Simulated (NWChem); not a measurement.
Molecule: Si₂NH₇O; SMILES N[SiH2][SiH2]O

```xyz
11

N     -0.4723     2.4086     0.0248
Si     0.5839     1.0142    -0.0207
Si    -0.5285    -1.0709    -0.0055
O      0.4926    -2.4047    -0.0481
H     -1.0231     2.6140    -0.8016
H     -1.0304     2.5643     0.8572
H      1.4876     1.1009     1.1648
H      1.4151     1.1367    -1.2514
H     -1.3819    -1.2088    -1.2168
H     -1.4448    -1.1157     1.1808
H      1.1508    -2.4556     0.6587
```
Atoms are numbered in this order, from 1.

Results from NWChem. All runs use the structure optimised with B3LYP/6-31G* (spherical d). Solvent water, SMD (1 M gas to 1 M solution), gas-phase geometry. Reactions with the solvent are ignored.

Question: Taking B3LYP/pcseg-2 as the yardstick, which of these has the fewest basis functions while keeping “dipole in solution (D)” within 0.1 D of it: B3LYP/3-21G; B3LYP/aug-pcseg-1; B3LYP/pcseg-1?

Answer: B3LYP/pcseg-1.
| level | basis functions | dipole in solution (D) | relative time (rough) |
|---|---|---|---|
| B3LYP/3-21G | 58 | 2.16 | 1 |
| B3LYP/pcseg-1 | 99 | 2.09 | 3 |
| B3LYP/aug-pcseg-1 | 163 | 1.96 | 10 |
| B3LYP/pcseg-2 | 226 | 2.02 | 10 |

The yardstick is one finite set, not the basis-set limit.
